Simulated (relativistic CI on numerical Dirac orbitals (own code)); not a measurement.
# Level scheme of Kr4+

These numbers are calculated, not measured: Dirac-Coulomb-Breit CI, KLI orbitals optimised for each configuration, a model potential for QED, valence Slater integrals scaled by 0.85, P86 correlation estimate, and configurations built on the next ion tied to the tabulated ionisation energy (semi-empirical) (own radial code, finite nucleus).

Configurations in the expansion (outside the closed core [Ar] 3d10): 4s²4p², 4s²4p4d, 4s²4p5s, 4s²4p5p, 4s²4p5d, 4s²4p6s, 4s²4p4f, 4s²4p5f, 4s4p³, 4p⁴, 4s²4d², 4s4p²4d, 4s4p²4f, 4p²4d², 4s²4f², 4p³4d, 4s²4p6p, 4s4p²5s, 4s²4p5g, 4s4p4d², 4s²4p6d, 4s²4d4f, 4s4p²5p, 4s²4p6f. Levels of other configurations are missing.

The lowest level is 4s²4p² ³P0, with 94 % of that term; Hund's rules for 4s²4p² give ³P with J = 0, in agreement.

```csv
No.,Configuration,Term,J,E (cm⁻¹),%,Lifetime (s),jj configuration (%)
1,4s²4p²,³P,0,0.0,94,,4p1/2^2 (81)
2,4s²4p²,³P,1,3680.6,98,1.16e+00,4p1/2 4p3/2 (98)
3,4s²4p²,³P,2,7437.8,89,1.53e+00,4p1/2 4p3/2 (62)
4,4s²4p²,¹D,2,19311.7,89,9.85e-02,4p3/2^2 (62)
5,4s²4p²,¹S,0,37431.9,93,1.34e-02,4p3/2^2 (80)
6,4s4p³‡,⁵S°,2,97477.0,98,2.01e-07,4s 4p1/2 4p3/2^2 (54)
7,4s4p³‡,³D°,1,129177.2,85,1.75e-09,4s 4p1/2 4p3/2^2 (38)
8,4s4p³‡,³D°,2,129289.8,84,1.91e-09,4s 4p1/2 4p3/2^2 (58)
9,4s4p³‡,³D°,3,130551.7,89,2.18e-09,4s 4p1/2 4p3/2^2 (89)
10,4s4p³‡,³P°,0,146209.8,89,6.95e-10,4s 4p1/2 4p3/2^2 (89)
11,4s4p³‡,³P°,1,146583.7,86,7.02e-10,4s 4p1/2 4p3/2^2 (61)
12,4s4p³‡,³P°,2,146978.5,80,8.05e-10,4s 4p3/2^3 (50)
13,4s4p³‡,¹D°,2,162261.9,53,5.72e-10,4s 4p1/2 4p3/2^2 (40)
14,4s4p³‡,³S°,1,185286.2,71,4.24e-11,4s 4p1/2 4p3/2^2 (52)
15,4s²4p4d,³F°,2,187061.5,96,3.34e-09,4p1/2 4d3/2 (75)
16,4s²4p4d,³F°,3,189623.1,96,3.28e-09,4p1/2 4d5/2 (53)
17,4s4p³‡,¹P°,1,193409.7,60,6.08e-11,4s 4p3/2^3 (51)
18,4s²4p4d,³F°,4,193653.9,97,8.31e-02,4p3/2 4d5/2 (97)
19,4s²4p4d,³P°,2,208011.7,60,4.06e-11,4p1/2 4d5/2 (74)
20,4s²4p4d,³P°,1,210351.2,51,3.57e-11,4p1/2 4d3/2 (61)
21,4s²4p4d,³P°,0,213303.3,88,4.27e-11,4p3/2 4d3/2 (88)
22,4s²4p4d,¹D°,2,214440.3,43,3.41e-11,4p3/2 4d3/2 (32)
23,4s²4p4d,³D°,1,215180.8,50,3.29e-11,4p3/2 4d3/2 (75)
24,4s²4p4d,³D°,3,216115.8,85,2.95e-11,4p3/2 4d5/2 (52)
25,4s²4p4d,³D°,2,216427.4,58,3.24e-11,4p3/2 4d5/2 (42)
26,4s²4p4d,¹F°,3,230272.0,94,2.80e-11,4p3/2 4d3/2 (38)
27,4s²4p4d,¹P°,1,234258.4,75,4.26e-11,4p3/2 4d5/2 (56)
28,4s²4p5s,³P°,0,242764.9,99,1.15e-10,4p1/2 5s (99)
29,4s²4p5s,³P°,1,244018.5,85,9.04e-11,4p1/2 5s (90)
30,4s²4p5s,³P°,2,250684.2,99,1.12e-10,4p3/2 5s (99)
```

Energies count from the lowest computed level; ° marks odd parity; lifetimes are radiative, by E1, M1, E2 decay to levels of this space only. Filled j subshells are mostly left out of the jj labels. ‡ marks configurations that were not tied to measured data.

The mean weight of the leading LS term, summed over parents, in these 30 levels is 81 %, and that of the leading jj configuration (from the same eigenvectors) 66 %, so LS coupling describes them better.

Configurations that consist of the next ion and one excited electron were tied to the tabulated ionisation energy; Rydberg ones are usually within 1,000 to 3,000 cm⁻¹ and the lowest ones within about 6,000 (9,000 in d shells), while levels on excited terms of the next ion carry the error of that term, and the other configurations can be misplaced by 10,000 cm⁻¹ or more. Rates follow the energies as ν³ (E1, M1) or ν⁵ (E2), so rates, branching and lifetimes can be off by large factors. 30 of the 41 excited levels that our extract of the measured tables holds in this range could be paired (the sources list more); they are missed by 2537 cm⁻¹ on average and 5393 at most, and levels without a partner can miss by more.

Landé's interval rule says that E(J) − E(J−1) = AJ with one A. For the ground term the intervals give A = 3680.6, 1878.6 cm⁻¹ for J = 1, 2; the multiplet is regular.

LS names give the leading component of a level, which can be under half, so a name can repeat, a term be missing and a line seem to break the LS rules.
